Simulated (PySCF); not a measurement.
**BI⁺: energy against distance**

Set-up: basis B def2-SVPD, I def2-SVPD with ECP28; scalar-relativistic core potentials; PySCF 2.14. Energies in eV from B⁺ + I in their ground configurations at the same level. State: ²Σ⁺ (doublet), unpaired electrons σ ↑.

All columns are PBE0. A positive dipole points towards I; it is taken about the centre of mass and depends on that origin.

```json
{"R (Å)": "1.690", "E (eV)": "-2.012", "μ (D)": "-1.43", "Mulliken charge on B (basis-dependent)": "0.21", "HOMO (eV)": "-15.32", "LUMO (eV)": "-9.76", "Mayer bond order": "2.36", "⟨S²⟩": "0.76"}
{"R (Å)": "1.768", "E (eV)": "-2.804", "μ (D)": "-1.82", "Mulliken charge on B (basis-dependent)": "0.32", "HOMO (eV)": "-15.48", "LUMO (eV)": "-10.01", "Mayer bond order": "2.27", "⟨S²⟩": "0.76"}
{"R (Å)": "1.847", "E (eV)": "-3.239", "μ (D)": "-2.23", "Mulliken charge on B (basis-dependent)": "0.41", "HOMO (eV)": "-15.62", "LUMO (eV)": "-10.27", "Mayer bond order": "2.17", "⟨S²⟩": "0.77"}
{"R (Å)": "1.906", "E (eV)": "-3.392", "μ (D)": "-2.54", "Mulliken charge on B (basis-dependent)": "0.46", "HOMO (eV)": "-15.72", "LUMO (eV)": "-10.47", "Mayer bond order": "2.11", "⟨S²⟩": "0.77"}
{"R (Å)": "1.965", "E (eV)": "-3.433", "μ (D)": "-2.86", "Mulliken charge on B (basis-dependent)": "0.51", "HOMO (eV)": "-15.67", "LUMO (eV)": "-10.67", "Mayer bond order": "2.05", "⟨S²⟩": "0.77"}
{"R (Å)": "2.024", "E (eV)": "-3.390", "μ (D)": "-3.17", "Mulliken charge on B (basis-dependent)": "0.54", "HOMO (eV)": "-15.49", "LUMO (eV)": "-10.88", "Mayer bond order": "2.00", "⟨S²⟩": "0.77"}
{"R (Å)": "2.103", "E (eV)": "-3.236", "μ (D)": "-3.58", "Mulliken charge on B (basis-dependent)": "0.57", "HOMO (eV)": "-15.26", "LUMO (eV)": "-11.14", "Mayer bond order": "1.93", "⟨S²⟩": "0.77"}
{"R (Å)": "2.201", "E (eV)": "-2.947", "μ (D)": "-4.08", "Mulliken charge on B (basis-dependent)": "0.59", "HOMO (eV)": "-15.00", "LUMO (eV)": "-11.46", "Mayer bond order": "1.83", "⟨S²⟩": "0.77"}
{"R (Å)": "2.319", "E (eV)": "-2.534", "μ (D)": "-4.66", "Mulliken charge on B (basis-dependent)": "0.60", "HOMO (eV)": "-14.71", "LUMO (eV)": "-11.79", "Mayer bond order": "1.70", "⟨S²⟩": "0.77"}
{"R (Å)": "2.476", "E (eV)": "-1.982", "μ (D)": "-5.38", "Mulliken charge on B (basis-dependent)": "0.60", "HOMO (eV)": "-14.37", "LUMO (eV)": "-12.11", "Mayer bond order": "1.47", "⟨S²⟩": "0.77"}
```

A fit through these points gives, at Re = 1.961 Å, μ = -2.84 D and dμ/dR = -5.30 D/Å; the reduced mass is 10.13 u.

Task: How strong is the fundamental in the double-harmonic approximation, I = 42.26·(dμ/dR)²/μred km/mol?

Result: I = 42.26·(-5.30)²/10.13 = 117 km/mol at PBE0.

These are scalar-relativistic numbers at best; spin–orbit coupling would shift them, the dissociation energy most. For an ion De counts to the pair picked by the measured ionisation energies or electron affinities, which need not be the lowest pair at this level. The state is the lowest determinant that a PBE0 search found; another state may lie lower at other levels.
